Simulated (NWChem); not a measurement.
Molecule: CH₄BeS; SMILES [BeH][S]C

```xyz
7

Be    -0.6888    -1.6277     0.0003
H     -1.5742    -2.6352    -0.0003
S      0.5962    -0.2064     0.0000
C     -0.5122     1.2769     0.0004
H     -1.2148     1.2674    -0.8536
H      0.1489     2.1580    -0.1001
H     -1.0713     1.3618     0.9508
```
Atoms are numbered in this order, from 1.

All runs use the structure optimised with PBE-D3(BJ)/def2-SVP.

**Question.** List the 6 lowest vertical singlet excitations from BHandHLYP/6-31G* (spherical d), TDA (NWChem).

**Answer.** 
```json
[
 {"state": "S1", "energy (eV)": "4.95", "oscillator strength": "0.000", "leading excitation (squared amplitude)": "HOMO → LUMO (0.98)"},
 {"state": "S2", "energy (eV)": "6.16", "oscillator strength": "0.017", "leading excitation (squared amplitude)": "HOMO−1 → LUMO (0.64)"},
 {"state": "S3", "energy (eV)": "6.62", "oscillator strength": "0.126", "leading excitation (squared amplitude)": "HOMO → LUMO+1 (0.60)"},
 {"state": "S4", "energy (eV)": "7.01", "oscillator strength": "0.003", "leading excitation (squared amplitude)": "HOMO−1 → LUMO+1 (0.80)"},
 {"state": "S5", "energy (eV)": "7.32", "oscillator strength": "0.023", "leading excitation (squared amplitude)": "HOMO → LUMO+2 (0.85)"},
 {"state": "S6", "energy (eV)": "7.64", "oscillator strength": "0.001", "leading excitation (squared amplitude)": "HOMO → LUMO+3 (0.92)"}
]
```
